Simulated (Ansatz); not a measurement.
Molecule: CF, charge 1, multiplicity 1. 
Geometry from a B3LYP-D3(BJ)/def2-TZVP (Ansatz, a quantum-chemistry and plane-wave program) optimisation:
```xyz
2

C      0.0000     0.0000    -0.6936
F      0.0000     0.0000     0.4624
```
Charge +1, spin multiplicity 1.

Quantity: vertical electron affinity (to the doublet state of charge +0; a negative value means that the extra electron is unbound and the number depends on the basis; each state is the SCF solution reached for its spin), in eV. Cores are frozen in the correlated levels unless marked. Open shells are spin-unrestricted. No spin-orbit coupling. No relativistic terms. CBS(X,Y): correlation extrapolated as X^-3; Hartree-Fock from the larger set.

| level | program | vertical electron affinity (eV) | minus last row |
|---|---|---|---|
| SVWN5/def2-TZVPD | Ansatz | 8.91 | 0.26 |
| B3LYP/def2-TZVPD | Ansatz | 9.02 | 0.37 |
| CAM-B3LYP/def2-TZVPD | Ansatz | 9.07 | 0.42 |
| CCSD/CBS(def2-TZVPPD,def2-QZVPPD) | Ansatz | 8.70 | 0.05 |
| CCSD(T)/aug-cc-pVDZ | Ansatz | 8.41 | -0.24 |
| CCSD(T)/aug-cc-pVTZ | Ansatz | 8.57 | -0.08 |
| CCSD(T)/CBS(aug-cc-pVTZ,aug-cc-pVQZ) | Ansatz | 8.65 | 0.00 |
